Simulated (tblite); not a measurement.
Input of a run (GFN2-xTB geometry optimisation, gas phase (tblite 0.8.0)), started from a force field or distance geometry:
```
{"job": {"kind": "relax", "xc": "GFN2-xTB", "basis": "xTB"}, "charge": 0, "multiplicity": 1}
C      1.827000    -1.052100    -0.018900
C      0.934800     0.157500    -0.336500
S      1.850100     1.127200    -1.689100
C      0.439800     1.196100     0.758800
C     -0.804800     1.483800    -0.146900
C     -0.610600     0.017200    -0.712800
C     -1.194000    -0.487800    -2.003200
Si    -1.526600    -1.193400     0.960500
Si    -0.292700     0.184200     2.417100
H      2.804500    -0.736200     0.336600
H      1.953700    -1.676000    -0.909800
H      1.407000    -1.705700     0.757200
H      2.917700     1.468800    -0.965100
H      1.082000     2.015600     1.078900
H     -0.642000     2.283900    -0.895800
H     -1.760300     1.723400     0.341300
H     -0.899900    -1.525200    -2.185500
H     -2.289700    -0.443400    -1.990700
H     -0.853800     0.110400    -2.844100
H     -1.027900    -2.586300     0.785700
H     -2.999900    -0.936000     0.891800
H      0.807900    -0.506200     3.126600
H     -1.127100     1.107600     3.254000
```

Output (eV, eV/Å):
```
step      E/eV     max force
  0    -724.21678    2.665
  1    -724.49400    1.878
  2    -724.84958    1.505
  3    -724.96546    1.268
  4    -725.10893    0.801
  5    -725.14469    0.543
  6    -725.19094    0.336
  7    -725.20449    0.390
  8    -725.23186    0.387
  9    -725.25013    0.423
 10    -725.27237    0.299
 11    -725.28510    0.203
 12    -725.29257    0.201
 13    -725.29654    0.149
 14    -725.30125    0.161
 15    -725.30600    0.174
 16    -725.30972    0.188
 17    -725.31235    0.164
 18    -725.31453    0.108
 19    -725.31660    0.118
 20    -725.31869    0.106
 21    -725.32066    0.143
 22    -725.32233    0.120
 23    -725.32370    0.078
 24    -725.32478    0.077
 25    -725.32571    0.080
 26    -725.32647    0.069
 27    -725.32696    0.041
 28    -725.32728    0.039
 29    -725.32758    0.057
 30    -725.32790    0.067
 31    -725.32820    0.049
 32    -725.32841    0.027
 33    -725.32854    0.023
 34    -725.32866    0.031
 35    -725.32878    0.032
 36    -725.32889    0.020
 37    -725.32895    0.014
 38    -725.32900    0.014
 39    -725.32905    0.017
 40    -725.32909    0.014
 41    -725.32913    0.012
 42    -725.32915    0.011
 43    -725.32917    0.011
 44    -725.32919    0.011
 45    -725.32921    0.009
```

**Question.** Summarise the run.

**Answer.** The energy falls by 25.7 kcal/mol over 45 L-BFGS steps, the largest force on an atom goes from 2.67 to 0.009 eV/Å, and the atoms move by 0.162 Å rms after alignment. The bond that changes most is C6–Si8 (sp3 carbon bound to silicon to SiH2 silicon), which shortens by 0.331 Å. Bonds longer at the end by more than 0.005 Å: 1 of 24; shorter: 18. Among the angles that change most is H20–Si8–H21, from 119.0° to 107.1°. Among the dihedrals that turn most is H16–C5–C6–C7, from 78° to 91°. The energy never rose by more than 1e-5 eV on the way. The first step brought 25 % of the lowering.

**Question.** What are the final bond lengths?

**Answer.** C1–C2 1.514 Å, C2–S3 1.866 Å, C2–C4 1.535 Å, C4–C5 1.539 Å, C5–C6 1.543 Å, C6–C7 1.512 Å, C6–Si8 1.929 Å, Si8–Si9 2.328 Å, C2–C6 1.541 Å, C4–Si9 1.917 Å, C1–H10 1.090 Å, C1–H11 1.089 Å, C1–H12 1.088 Å, S3–H13 1.332 Å, C4–H14 1.090 Å, C5–H15 1.091 Å, C5–H16 1.091 Å, C7–H17 1.089 Å, C7–H18 1.089 Å, C7–H19 1.090 Å, Si8–H20 1.467 Å, Si8–H21 1.467 Å, Si9–H22 1.467 Å, Si9–H23 1.466 Å. Numbering counts from 1 in the input's order; the species is `C[C@]1(S)[C@H]2C[C@]1(C)[SiH2][SiH2]2`.

Time: 0.98 s wall. Hardware: an Arm Neoverse N1 with one thread, no GPU (shared host).

Its GFN2-xTB frequencies are all real (lowest 139 cm⁻¹). The numbers are those of one conformer.

All values are computed, not measured.
